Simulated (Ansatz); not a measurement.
Cost and result for the atomization energy of C2H9NOSi (`CO[SiH](C)N`) (14 atoms, 13 bonds).

Cartesian coordinates in Å:
```
C 1.8083 1.1773 -0.2405
O 0.6648 0.9205 0.5335
Si -0.1917 -0.4878 0.4184
C -1.0852 -0.5714 -1.2117
N -1.3310 -0.6230 1.6811
H 2.5061 0.3299 -0.2329
H 2.3228 2.0463 0.1751
H 1.5496 1.3997 -1.2829
H 0.7902 -1.6018 0.5544
H -0.3911 -0.4452 -2.0466
H -1.5868 -1.5340 -1.3324
H -1.8374 0.2190 -1.2855
H -2.1976 -0.1116 1.6356
H -1.0210 -0.7179 2.6346
```

Charge 0, multiplicity 1. The structure was optimised at the PBE0-D4/def2-TZVP level. It is one conformer, not always the lowest. Program: Ansatz. All runs use 2 threads of an AMD EPYC 7R13 on a shared host and a share of an NVIDIA H100 80 GB. Times are those of one run each, without the atoms' runs, and a repeat can differ threefold. Electronic energies, without spin–orbit coupling; frozen cores. CCSD(T)/CBS adds CCSD(T) − MP2 in def2-TZVPP to the MP2 limit, and its time is that of the two runs behind it. T1 = 0.010. B3LYP takes the VWN-RPA correlation (the form of Gaussian; ORCA's B3LYP/G).

CCSD(T)/CBS is a level of theory with its own doubt, some kJ/mol a heavy atom from the limit and from the frozen cores, so smaller differences don't rank the functionals.

```
                             level  functions  wall time
                PBE0-D4/def2-TZVPP        292      1.6 s
   PBE-D4/def2-TZVPP (with forces)        292      1.8 s
 B3LYP-D4/def2-TZVPP (with forces)        292      1.9 s
r2SCAN-D4/def2-TZVPP (with forces)        292      2.2 s
                ωB97X-V/def2-TZVPP        292      2.5 s
                 B2PLYP/def2-TZVPP        292      2.5 s
  ωB97M-V/def2-TZVPP (with forces)        292        3 s
                CCSD(T)/def2-TZVPP        292      3.8 s
                    MP2/def2-QZVPP        568      4.7 s
                 CCSD(T)/CBS(def2)          –      8.5 s
```

What atomization energy does each give, and how far from CCSD(T)/CBS? (Estimate.)

The calculation gave: 
| level | atomization (kcal/mol) | difference from CCSD(T)/CBS | per bond |
| --- | --- | --- | --- |
| PBE0-D4/def2-TZVPP | 1245.1 | -5.7 | -0.4 |
| PBE-D4/def2-TZVPP (with forces) | 1263.2 | 12.4 | 1.0 |
| B3LYP-D4/def2-TZVPP (with forces) | 1250.7 | -0.1 | 0.0 |
| r2SCAN-D4/def2-TZVPP (with forces) | 1247.5 | -3.3 | -0.3 |
| ωB97X-V/def2-TZVPP | 1253.0 | 2.2 | 0.2 |
| B2PLYP/def2-TZVPP | 1236.7 | -14.1 | -1.1 |
| ωB97M-V/def2-TZVPP (with forces) | 1253.6 | 2.8 | 0.2 |
| CCSD(T)/def2-TZVPP | 1217.5 | -33.3 | -2.6 |
| MP2/def2-QZVPP | 1250.0 | -0.8 | -0.1 |
| CCSD(T)/CBS(def2) | 1250.8 | 0.0 | 0.0 |

In def2-TZVPP, CCSD(T) changes the Hartree–Fock value by +304.5 kcal/mol (the triples alone add +15.1 kcal/mol) and MP2 by +317.1 kcal/mol; breaking electron pairs costs correlation energy, which Hartree–Fock lacks. The D4 term adds +10.0 kcal/mol with B3LYP and +5.3 kcal/mol with PBE0; it sums over pairs of atoms, weighted by their polarisabilities, and B3LYP, whose exchange is more repulsive, gets the larger term. From PBE to PBE0 (25 % exact exchange), in def2-TZVPP and without D4, the atomization energy moves by −17.1 kcal/mol: exact exchange takes away binding that semilocal exchange gives to molecules.
